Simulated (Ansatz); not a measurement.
The cluster Sb4⁻. The state is a quartet with charge -1. Geometry PBE0-D4/def2-SVPD; atoms count from 1.

```xyz
4

Sb    1.815    0.074   -0.559
Sb   -0.081   -1.901    0.060
Sb    0.076    1.599    1.031
Sb   -1.810    0.229   -0.533
```

In the def2 sets Sb takes a core potential; there is no spin–orbit coupling. At PBE0-D4/def2-TZVPD a doublet of charge -1 lies 0.69 eV below the quartet, each at its own geometry. The structure comes from a short search, and lower isomers may exist.

(1) Estimate the Mulliken populations from the PBE0/def2-TZVPD orbitals of Ansatz.

(2) Where does the spin sit?

(3) And the Mayer bond orders between bonded heavy atoms (over 0.3)?

## Answers

(1) 
```json
{"atom": "Sb1", "charge (e)": "-0.25", "spin (α − β)": "0.75"}
{"atom": "Sb2", "charge (e)": "-0.25", "spin (α − β)": "0.75"}
{"atom": "Sb3", "charge (e)": "-0.25", "spin (α − β)": "0.75"}
{"atom": "Sb4", "charge (e)": "-0.25", "spin (α − β)": "0.75"}
```
Mulliken values and Mayer orders depend strongly on the basis. With diffuse functions, as here, like atoms can get unlike values, and bond orders can come out too low or too high.

(2) Summed by element: Sb 3.00, of 3 unpaired in all. Largest on single atoms: Sb2 0.75, Sb3 0.75, Sb1 0.75.

(3) Sb1–Sb2 1.08 (2.81 Å); Sb1–Sb3 1.08 (2.81 Å); Sb2–Sb4 1.08 (2.81 Å); Sb3–Sb4 1.08 (2.81 Å). Values over 0.3 also appear between atoms too far apart for a bond (Sb1–Sb4 0.31 at 3.63 Å; Sb2–Sb3 0.31 at 3.64 Å); they arise where an orbital or an unpaired electron spreads over both atoms.
